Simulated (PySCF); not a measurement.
Stationary points of H₃RuO₂

Level of theory: PySCF, PBE0, basis Ru def2-TZVP with ECP28, O def2-TZVP, H def2-TZVP (scalar-relativistic core potentials, no spin–orbit coupling, density fitting).

Relaxations began from a few typed shapes; open shells are unrestricted. The search is not exhaustive: other isomers or separated fragments can lie lower, and high-lying points may rest on an excited occupation.

(1) Which is the lowest minimum found?
A. doublet Cs: Ru–H 1.575 Å (×2), Ru–H 1.599 Å, Ru–O 1.670 Å, Ru–O 1.697 Å; H–Ru–H 58.5° (×2), H–Ru–H 116.0°, H–Ru–O 98.8° (×2), H–Ru–O 110.5° (×2), H–Ru–O 116.1°
B. doublet C2v: Ru–H 1.578 Å, Ru–H 1.677 Å (×2), Ru–O 1.653 Å (×2); H–Ru–H 73.4° (×2), H–Ru–H 146.8°, H–Ru–O 95.8° (×4), H–Ru–O 110.7° (×2), O–Ru–O 138.5°

Results:

(1) A. The others lie at 96.0 (doublet C2v) kJ/mol above it.

For the lowest minimum: with open d or f shells other occupations or spin states may lie lower.
